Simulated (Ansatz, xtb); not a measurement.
Two isomers of C4H5GeNO2

Structure X is `O=Cc1n[c]([GeH3])co1`, a singlet and structure Y is `O=Cc1nco[c]1[GeH3]`, a singlet. Both are isolated molecules in the gas phase, relaxed with r2SCAN-D4/def2-SVP; each stands in its lowest conformer found.

X (Å):

```xyz
13

C     0.1872   -3.0801   -0.0239
C     0.1216   -1.6153   -0.1085
C     0.5466    0.4802   -0.0789
C    -0.7681    0.3049   -0.4500
Ge    1.5762    2.1107    0.1467
N     1.0904   -0.7731    0.1334
O    -0.7426   -3.8162   -0.2592
O    -1.0436   -1.0165   -0.4708
H     1.2012   -3.4391    0.2849
H     2.7692    2.0896   -0.8136
H     2.0713    2.1966    1.5937
H     0.6568    3.2969   -0.1721
H    -1.5815    0.9777   -0.7142
```

Y (Å):

```xyz
13

C     0.2909   -1.9628    0.9036
C     0.7282   -0.5698    0.8188
C     1.5968    1.2816    1.3383
C     0.5263    0.2725   -0.2576
Ge   -0.3475    0.0023   -1.9758
N     1.4123    0.0984    1.8210
O    -0.3088   -2.5150    0.0003
O     1.0896    1.4639    0.0860
H     0.5472   -2.4857    1.8592
H     2.0949    2.1392    1.7894
H    -1.8115   -0.3603   -1.7290
H    -0.2357    1.3326   -2.7322
H     0.3814   -1.1118   -2.7262
```

Quicker runs give these differences E(Y) − E(X): GFN2-xTB −44.3 kJ/mol; HF/STO-3G −8.6 kJ/mol (at GFN2-xTB geometries); r2SCAN-D4/def2-SVP//GFN2-xTB −13.9 kJ/mol.

**Question.** Estimate E(Y) − E(X) at the level CCSD(T)/def2-SVP + ΔMP2/def2-TZVPP.

**Answer.** Calculated at CCSD(T)/def2-SVP + ΔMP2/def2-TZVPP: E(Y) − E(X) = −17.1 kJ/mol, so structure Y lies lower.

The same difference at several levels:

```json
{"level": "GFN2-xTB", "geometry": "GFN2-xTB", "E(Y) − E(X) (kJ/mol)": "−44.3", "departure from the last row (kJ/mol)": "−27.1", "job, with rough time for the two": "optimisation, 0.2 s"}
{"level": "HF/STO-3G", "geometry": "GFN2-xTB", "E(Y) − E(X) (kJ/mol)": "−8.6", "departure from the last row (kJ/mol)": "+8.6", "job, with rough time for the two": "single point, 1.2 s"}
{"level": "r2SCAN-D4/def2-SVP//GFN2-xTB", "geometry": "GFN2-xTB", "E(Y) − E(X) (kJ/mol)": "−13.9", "departure from the last row (kJ/mol)": "+3.2", "job, with rough time for the two": "single point, 5.4 s"}
{"level": "r2SCAN-D4/def2-SVP", "geometry": "r2SCAN-D4/def2-SVP", "E(Y) − E(X) (kJ/mol)": "−18.4", "departure from the last row (kJ/mol)": "−1.2", "job, with rough time for the two": "optimisation, 81 s"}
{"level": "HF/def2-SVP", "geometry": "r2SCAN-D4/def2-SVP", "E(Y) − E(X) (kJ/mol)": "−20.6", "departure from the last row (kJ/mol)": "−3.5", "job, with rough time for the two": "part of the CCSD(T) run"}
{"level": "MP2/def2-SVP", "geometry": "r2SCAN-D4/def2-SVP", "E(Y) − E(X) (kJ/mol)": "−18.5", "departure from the last row (kJ/mol)": "−1.4", "job, with rough time for the two": "part of the CCSD(T) run"}
{"level": "CCSD(T)/def2-SVP", "geometry": "r2SCAN-D4/def2-SVP", "E(Y) − E(X) (kJ/mol)": "−20.8", "departure from the last row (kJ/mol)": "−3.6", "job, with rough time for the two": "single point"}
{"level": "CCSD(T)/def2-SVP + ΔMP2/def2-TZVPP", "geometry": "r2SCAN-D4/def2-SVP", "E(Y) − E(X) (kJ/mol)": "−17.1", "departure from the last row (kJ/mol)": "", "job, with rough time for the two": "single point, 2.9 min"}
```

As drawn, both hold the same kinds of bond in the same numbers.

None of the levels shown reverses the order. The largest departure from CCSD(T)/def2-SVP + ΔMP2/def2-TZVPP is that of GFN2-xTB, 27.1 kJ/mol. The last row adds to CCSD(T) the change of the MP2 difference between the two basis sets, here +3.6 kJ/mol.

With thermal terms from frequencies at re-optimised GFN2-xTB minima (ideal gas, soft modes damped towards free rotors, one conformer each, 298.15 K, 1 atm): the zero-point term adds +3.0 kJ/mol; ΔH is −15.9 and ΔG −10.1 kJ/mol.

The correlated steps freeze 16 core orbitals; the filled d shell of Ge is correlated, in a basis made for valence electrons. Codes used: Ansatz 0.2.0, xtb 6.7.1; the last row on 2 threads of Intel(R) Xeon(R) Platinum 8488C (Sapphire Rapids) on a shared host.
